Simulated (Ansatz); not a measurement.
In(F)2(SMe) (CH3F2InS), SMILES [In]([F])([F])[S]C.

The structure is a stationary point at PBE0-D3(BJ)/def2-SVP. The structure was generated by enumeration; whether it is a known compound was not checked. The def2 effective core potentials stand for the cores of In; spin–orbit coupling is left out. The values are those of a single conformer.

Two levels are set side by side: PBE/def2-SVPD (Ansatz, a program for electronic structure) and CAM-B3LYP/def2-SVPD (Ansatz). Energy differences of separate SCF runs at the same geometry; the states with an electron removed or added have multiplicity 2 and 2. Differences are taken from unrounded values.

| quantity | CAM-B3LYP | PBE | PBE minus CAM-B3LYP |
|---|---|---|---|
| vertical ionisation energy (eV) | 10.05 | 9.85 | -0.20 |
| vertical electron affinity (eV) | 1.12 | 1.14 | 0.02 |
| vertical singlet–triplet gap (eV) | 3.55 | 3.41 | -0.13 |
